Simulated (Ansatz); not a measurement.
Consider the redistribution: `CC(C)(C)O[Si]Cl` + `[NH2][Hf]([NH2])([OH])[Cl]` → `CC(C)(C)O[Si]O` + `[NH2][Hf]([NH2])([Cl])[Cl]`.

Program: Ansatz. Geometries: PBE0-D4/def2-TZVP. ΔE: electronic, gas phase. CCSD(T)/CBS is the MP2 limit (def2-TZVPP, def2-QZVPP) plus CCSD(T) − MP2 in def2-TZVPP, frozen cores. DFT in def2-TZVPP. def2 core potentials past Kr. For Hf outer-core shells are correlated without core-valence functions, which leaves a few kJ/mol of doubt a bond. One conformer a species, not always the lowest.

| level | ΔE (kJ/mol) |
| --- | --- |
| BLYP-D4 | -22.9 |
| CAM-B3LYP-D4 | -31.5 |

Problem. What does CCSD(T)/CBS give? (An estimate is asked.)

Solution. The calculation gave: -35.0 kJ/mol. The listed levels differ from it by 12.1, 3.5 kJ/mol.

Largest T1 diagnostic among the species: 0.014.

In def2-TZVPP, CCSD(T) changes the Hartree–Fock value by +7.6 kJ/mol (the triples alone add +0.8 kJ/mol) and MP2 by +8.1 kJ/mol. From PBE to PBE0 (25 % exact exchange), in def2-TZVPP and without D4, ΔE moves by −5.6 kJ/mol. At CCSD(T), def2-SVP lies +8.5 kJ/mol from the extrapolated value and def2-TZVPP −1.8 kJ/mol.
